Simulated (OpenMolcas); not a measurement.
# V4+, Nb4+, Ta4+: d down the group

* Program: OpenMolcas
* Method: XMS-CASPT2, IPEA 0.25 Eh, imaginary shift 0.1 Eh
* Basis: ANO-RCC-VTZP
* Scalar Hamiltonian: DKH2, point nucleus
* Spin-orbit coupling: RASSI with atomic mean-field integrals over the reference wave functions, term energies averaged over their components

Active space for each ion: 1 electron in 5 orbitals (d); closed shells correlated by CASPT2: V4+ 3s 3p; Nb4+ 4s 4p; Ta4+ 5s 5p.

Computed levels in cm-1 above ²D_3/2:

```json
{"Level": "²D_5/2", "V4+": "612", "Nb4+": "1848", "Ta4+": "6760"}
{"Level": "weight of ²D in the lowest level (%)", "V4+": "100", "Nb4+": "100", "Ta4+": "100"}
```

Measured, with the error of the calculation in %. Measured levels: V4+ from Sugar and Corliss, J. Phys. Chem. Ref. Data 7, 1191 (1978); Nb4+ from Moore, Atomic Energy Levels, vol. II, NSRDS-NBS 35 (1971 reprint of NBS Circular 467, 1952).

| Level | V4+ | Nb4+ |
| --- | --- | --- |
| ²D_5/2 | 625 (-2.1) | 1870 (-1.2) |

The fine-structure level ²D_5/2 changes by a factor of 11 from V4+ to Ta4+.

Term energies are means over components that CASPT2 splits; among the terms shown or strongly mixed into the levels shown the widest spread is 77 cm-1 (3d ²D, V4+). With one active electron, CASPT2 adds the correlation within the correlated inactive shells and between them and that electron, and leaves the splitting within a term as the reference gives it. Measured partners are found by configuration, term and J. A level has none where our copy of the source lacks it or the pairing is in doubt (some pairs that miss far off the trend of their configuration count as doubtful), and it then counts in no deviation. Only configurations of the active space appear.
